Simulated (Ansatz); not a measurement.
The cluster Tl₃Cl₃⁺. Total charge 1; doublet. Geometry PBE-D4/def2-SVP; atoms count from 1.

Cartesian coordinates in Å:
```
Tl 0.045 -0.586 -2.329
Tl -2.105 -1.343 1.312
Tl 1.697 0.639 1.575
Cl 1.082 1.872 -1.046
Cl 0.530 -1.830 0.349
Cl -1.249 1.249 0.140
```

In the def2 sets Tl takes a core potential; there is no spin–orbit coupling. In the doublet, Cl4 and Cl6 lie 2.69 Å apart (atoms count from 1), so these atoms are partly bonded to each other. Another isomer (doublet) lies 0.15 eV lower at PBE0-D4/def2-TZVP; other spin states weren't run for this one.

(1) Estimate the Mulliken populations from the PBE0/def2-TZVP orbitals of Ansatz.

(2) Where does the spin sit?

(3) And the Mayer bond orders between heavy atoms (over 0.3)?

Results:

(1) 
```csv
atom,charge (e),spin (α − β)
Tl1,0.65,-0.01
Tl2,0.65,0.02
Tl3,0.65,-0.01
Cl4,-0.21,0.53
Cl5,-0.48,0.00
Cl6,-0.26,0.47
```
Mulliken values depend strongly on the basis.

(2) Summed by element: Tl 0.00, Cl 1.00, of 1 unpaired in all. Largest on single atoms: Cl4 0.53, Cl6 0.47, Tl2 0.02.

(3) Tl2–Cl5 0.37 (2.85 Å); Cl4–Cl6 0.46 (2.69 Å).
